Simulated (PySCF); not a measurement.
CH₇GeNOSi, SMILES [OH][Ge@@H]1[NH]C[SiH2]1.

Coordinates come from a B3LYP-D3(BJ)/def2-SVP optimisation. The structure was generated by enumeration; whether it is a known compound was not checked. The values are those of a single conformer.

Two levels are set side by side: TDA-PBE/def2-SVPD (PySCF) and TDA-M06-2X/def2-SVPD (PySCF). Vertical, same geometry. The lowest singlet is HOMO→LUMO 96 % with PBE and HOMO→LUMO 74 %, HOMO→LUMO+2 16 % with the other functional; states are paired by order. Differences are taken from unrounded values.

```json
[
 {"quantity": "lowest singlet excitation (eV)", "TDA-M06-2X": "5.71"},
 {"quantity": "lowest triplet excitation (TDA) (eV)", "TDA-M06-2X": "5.32"},
 {"quantity": "first bright state (f over 0.05) (eV)", "TDA-M06-2X": "6.61"},
 {"quantity": "its oscillator strength", "TDA-M06-2X": "0.10"}
]
```

### Question
What does TDA-PBE give, and how far is it from TDA-M06-2X? (An estimate is asked for; the answer gives what the named calculation found.)

### Answer

```
quantity                               TDA-PBE  TDA-PBE minus TDA-M06-2X
-------------------------------------  -------  ------------------------
lowest singlet excitation (eV)            4.37                     -1.34
lowest triplet excitation (TDA) (eV)      4.24                     -1.08
first bright state (f over 0.05) (eV)     6.24                     -0.37
its oscillator strength                   0.06                     -0.04
```

Functionals without exact exchange tend to place singlet excitations lower, as here. Differences between two approximate levels are no errors against the true value.

Rough cost on one machine, each run with all the roots and properties that it gave: TDA-M06-2X against TDA-PBE about 8 times.
